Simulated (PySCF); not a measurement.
Species: C4H2F3NO.
InChI=1S/C4H2F3NO/c5-3(1-2-8)9-4(6)7/h1,4H/b3-1+

Method used: TDDFT wB97X-D/def2-SVPD, vertical, gas phase, core orbitals frozen in the response in PySCF. The structure is a single GFN2-xTB conformer in the gas phase; no vibrational or solvent corrections. Torsions of this conformer, `[N:1]#[C:2]/[CH:3]=[C:4](\[F:5])[O:6][CH:7]([F:8])[F:9]`: C3–C4–O6–C7 -173°, C4–O6–C7–F8 -160°.

Computed states:

| state | E (eV) | f |
| --- | --- | --- |
| S1 | 6.37 | 0.529 |
| S2 | 6.76 | 0.0010 |
| S3 | 6.99 | 0.0002 |
| S4 | 7.57 | 0.0076 |
| S5 | 8.25 | 0.013 |
| S6 | 8.32 | 0.177 |
| S7 | 8.72 | 0.0003 |
| S8 | 8.84 | 0.0005 |

Each state is given a Gaussian of 0.5 eV full width at half maximum, with ε(max) = 2.175×10⁸ f / Δν̃ (Δν̃ the width in cm⁻¹). The cross-section is σ = 3.8235×10⁻²¹ ε cm², given in Mb (10⁻¹⁸ cm²). The width is an assumption, not a result. The curve ends short of the highest state used, and states not computed would add to its high-energy end.

Task: Give the broadened spectrum and its maxima.

Result: 
(E (eV), σ (Mb)): (5.62, 0.22), (5.69, 0.67), (5.77, 2.08), (5.84, 4.98), (5.92, 11.83), (5.99, 22.44), (6.07, 40.84), (6.14, 61.39), (6.22, 85.63), (6.29, 101.98), (6.37, 109.02), (6.44, 102.88), (6.52, 84.32), (6.59, 63.10), (6.67, 39.71), (6.74, 23.62), (6.82, 11.48), (6.89, 5.50), (6.97, 2.14), (7.04, 0.92), (7.12, 0.46), (7.19, 0.44), (7.27, 0.63), (7.34, 0.91), (7.41, 1.21), (7.49, 1.49), (7.56, 1.64), (7.64, 1.74), (7.71, 1.95), (7.79, 2.79), (7.86, 4.60), (7.94, 8.63), (8.01, 14.19), (8.09, 22.42), (8.16, 30.00), (8.24, 36.73)

Maxima: 195 nm (6.37 eV), ε about 29000, made up of S1 (100%) (ε in L mol⁻¹ cm⁻¹; maxima over ε = 5, shares over 10%). At its high-energy end, 8.24 eV, the curve is still rising (ε about 9600, from S6).

Task: On this curve, what absorbance would a 10⁻³ mol/L sample give at 193 nm over a 1 cm path?

Result: 193 nm is 6.424 eV, where ε is about 28000 L mol⁻¹ cm⁻¹, so A = ε c l ≈ 28 (Beer–Lambert, with the gas-phase spectrum and the assumed width).

Task: What would ε be at 6.37 eV, the highest of these maxima, with half the width (0.25 eV)?

Result: About 57000 L mol⁻¹ cm⁻¹ against 28500, a factor of about 2.00; a lone state at its own centre would give exactly 2.

Task: Does any computed singlet lie in the visible range?

Result: No computed singlet lies in the visible range (380 to 750 nm); the lowest, at 195 nm, stands 3.10 eV above its violet end (3.26 eV).

The run took 69 s on Arm Neoverse V1, one thread (shared host).
